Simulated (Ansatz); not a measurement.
Al₆Cu⁻, relaxed as a singlet with RKS PBE-D4/def2-SVPD in Ansatz, starting from the GFN1-xTB geometry. Force threshold 0.02 eV/Å.

The structure comes from a short search, and lower isomers may exist.

Start:

```tsv
atom	x (Å)	y (Å)	z (Å)
Cu1	-1.519	-1.239	0.595
Al2	1.969	1.373	-1.046
Al3	-1.888	-0.022	-1.933
Al4	1.621	-0.212	0.988
Al5	0.971	-2.498	0.134
Al6	-0.571	1.695	-0.625
Al7	-0.583	0.904	1.887
```

Problem. Estimate the energy that the relaxation releases and the steps that it takes.

Solution. 60.8 kcal/mol, in 15 steps; 74 s on 4 threads of Arm Neoverse N1 on a shared host. No frequencies were taken in this run, so the end may be a saddle point.

Problem. Does the start keep its bonding and symmetry?

Solution. Bonds formed: Al2–Al3, Al2–Al5, Al4–Al6 (atoms count from 1). The end is the same structure that another start reached, the lowest one found. Point group Cs at the start, C3v at the end, both within 0.05 Å.

Problem. Predict the relaxed structure.

Solution. 
```xyz
7

Cu   -1.672   -1.596    0.383
Al    1.380    0.263   -1.580
Al   -1.234    0.030   -1.340
Al    1.727    0.541    1.092
Al    0.717   -1.673    0.081
Al   -0.062    2.102   -0.211
Al   -0.855    0.333    1.574
```
Bond lengths (bridged metal pairs left out): 9 × Al–Al 2.64 to 2.71 Å; 3 × Al–Cu 2.41 Å.
